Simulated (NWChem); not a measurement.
A series in which one site is exchanged, each optimised at PBE0/def2-SVP with NWChem, gas phase unless a solvent is named. All stand in one matching conformer (torsions within 35°), which need not be the lowest. This build's default masses of Se (78.918 u) and Br (79.917 u) are each other's, which moves their modes by up to 0.6 %. Some are not confirmed as minima by frequencies. def2 effective core potentials on Te; no spin-orbit coupling.

A: S[Te]S (H₂TeS₂; site = Te)
B: [SH][Mg][SH] (MgH$_{2}$S$_{2}$; site = Mg)
C: S[Se]S (H2SeS2; site = Se)
D: [SH][Zn][SH] (ZnH2S2; site = Zn)

Question: Rank them by lowest singlet excitation, B3LYP/def2-SVPD, TDA (eV), lowest first.

Answer: A (3.35), C (3.95), B (4.29), D (4.82)
